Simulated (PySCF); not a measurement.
Simulated F 1s region for `[F][GeH2][CH2]F`, binding energy against the vacuum level.

Every computed line was given a Gaussian of 0.8 eV full width at half maximum and an area set by the number of equivalent atoms; the highest printed point is 100. Computed, not measured: PySCF 2.14.0, delta-SCF UKS SCAN, pcX-2 on the ionised atom, pcseg-1 elsewhere, spin-free X2C.

binding energy (eV), intensity and a bar:
```
    690.3          0 
    690.4          1 
    690.5          2 #
    690.6          5 #
    690.7          9 ###
    690.8         17 #####
    690.9         28 ########
    691.0         43 #############
    691.1         61 ##################
    691.2         78 #######################
    691.3         92 ############################
    691.4        100 ##############################
    691.5         99 ##############################
    691.6         90 ###########################
    691.7         75 #######################
    691.8         58 #################
    691.9         41 ############
    692.0         28 ########
    692.1         19 ######
    692.2         16 #####
    692.3         19 ######
    692.4         27 ########
    692.5         40 ############
    692.6         56 #################
    692.7         74 ######################
    692.8         89 ###########################
    692.9         99 ##############################
    693.0        100 ##############################
    693.1         93 ############################
    693.2         79 ########################
    693.3         62 ###################
    693.4         45 #############
    693.5         29 #########
    693.6         18 #####
    693.7         10 ###
    693.8          5 #
    693.9          2 #
    694.0          1 
    694.1          0
```

Problem. How many maxima does the curve show, and how many computed lines lie under it?

Solution. The curve has 2 maxima (at 691.4 and 693.0 eV). Under it lie 2 lines from 2 inequivalent fluorine sites.

Problem. Decompose the envelope and assign each component. Numbering: `[F:1][CH2:2][GeH2:3][F:4]`.

Solution. 
| position (eV) | relative area | line | atoms | environment |
| --- | --- | --- | --- | --- |
| 691.44 | 1 | F 1s | F4 | fluorine bonded to Ge |
| 692.97 | 1 | F 1s | F1 | alkyl fluorine |

Problem. What are the centre and the root-mean-square width of the whole band?

Solution. The area-weighted mean of the lines is 692.20 eV. Their own spread about it is 0.76 eV (rms) and each Gaussian has σ = 0.8/2.355 = 0.34 eV; the variances add, which gives 0.84 eV.

Problem. Above which line width would these two lines show one maximum?

Solution. Two equal Gaussians merge once their distance is under 2σ = FWHM/1.177. With 1.53 eV between them that is a full width over 1.80 eV.

Lowest listed F 1s: F4, bonded to Ge. Highest, 1.53 eV above it: F1, bonded to C. Summing the Pauling electronegativity differences to the bonded atoms, each weighted by its formal bond order, gives -1.97 for the lowest site and -1.43 for the highest.

Shake-up satellites, vibrational structure and lifetime widths aren't simulated. Isolated species at its PBE0-D3(BJ)/def2-SVP geometry (one conformer only).

The values belong to the conformer `[F:1][CH2:2][GeH2:3][F:4]`: F1–C2–Ge3–F4 180°.
